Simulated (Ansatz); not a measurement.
## Ligand exchange: In(CH3)3 + C2F3I → In(CH3)2I + C3H3F3

Gas-phase species: In(CH3)3, singlet; C2F3I (trifluoroiodoethylene) `FC(F)=C(F)I`, singlet; In(CH3)2I, singlet; C3H3F3 `CC(F)=C(F)F`, singlet. The partners trade CH3 for I: In–CH3 and C–I bonds give way to In–I and C–CH3.

Shapes, held fixed at every level: PBE0-D4/def2-TZVP. Programs: Ansatz 0.2.0. Electronic energies: no zero-point or thermal term.

```
                level                    kind  ΔE (kJ/mol)  less CCSD(T)/def2-TZVPP
        HF/def2-TZVPP            Hartree–Fock       -281.4                    -48.2
  B3LYP-D4/def2-TZVPP           global hybrid       -238.7                     -5.5
r2SCAN0-D4/def2-TZVPP           global hybrid       -252.4                    -19.2
   wB97M-V/def2-TZVPP  range-separated hybrid       -237.9                     -4.7
   wB97X-V/def2-TZVPP  range-separated hybrid       -240.3                     -7.1
         MP2/def2-SVP     perturbation theory       -263.6                    -30.4
        CCSD/def2-SVP   coupled cluster or CI       -266.2                    -33.0
   CCSD(T)/def2-TZVPP   coupled cluster or CI       -233.2                      0.0
```

The highest level, CCSD(T)/def2-TZVPP, gives ΔE = -233.2 kJ/mol; the levels span -281.4 to -233.2. The column of differences is taken from that level and isn't an error. No measured value is set beside it here. For atoms past krypton def2 sets carry core potentials with scalar relativity. Outer-core shells of I, In are correlated, in sets that cover them unevenly. CCSD(T)/def2-TZVPP lies outside the range of the other correlated levels here, so it shouldn't be taken on trust.
